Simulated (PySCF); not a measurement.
C₂H₇GeN, SMILES C[N](C)[GeH] (connectivity only; charge and spin as stated), neutral, multiplicity 1.

Geometry optimised at PBE0-D3(BJ)/def2-SVP. The structure was generated by enumeration; whether it is a known compound was not checked.

Two levels are set side by side: TDDFT-PBE/def2-SVPD (PySCF) and TDDFT-CAM-B3LYP/def2-SVPD (PySCF). Vertical, same geometry. The lowest singlet is HOMO→LUMO 99 % with PBE and HOMO→LUMO 99 % with the other functional; states are paired by order. Differences are taken from unrounded values.

```
quantity                               TDDFT-PBE
-------------------------------------  ---------
lowest singlet excitation (eV)              3.45
lowest triplet excitation (TDA) (eV)        2.49
first bright state (f over 0.05) (eV)       4.46
its oscillator strength                     0.15
```

### Question
These are the TDDFT-PBE values. What does TDDFT-CAM-B3LYP give? (An estimate is asked for; the answer gives what the named calculation found.)

### Answer

```tsv
quantity	TDDFT-CAM-B3LYP	TDDFT-PBE minus TDDFT-CAM-B3LYP
lowest singlet excitation (eV)	3.53	-0.08
lowest triplet excitation (TDA) (eV)	2.48	0.01
first bright state (f over 0.05) (eV)	4.91	-0.45
its oscillator strength	0.15	0.00
```

Rough cost on one machine, each run with all the roots and properties that it gave: TDDFT-CAM-B3LYP against TDDFT-PBE about 8 times.
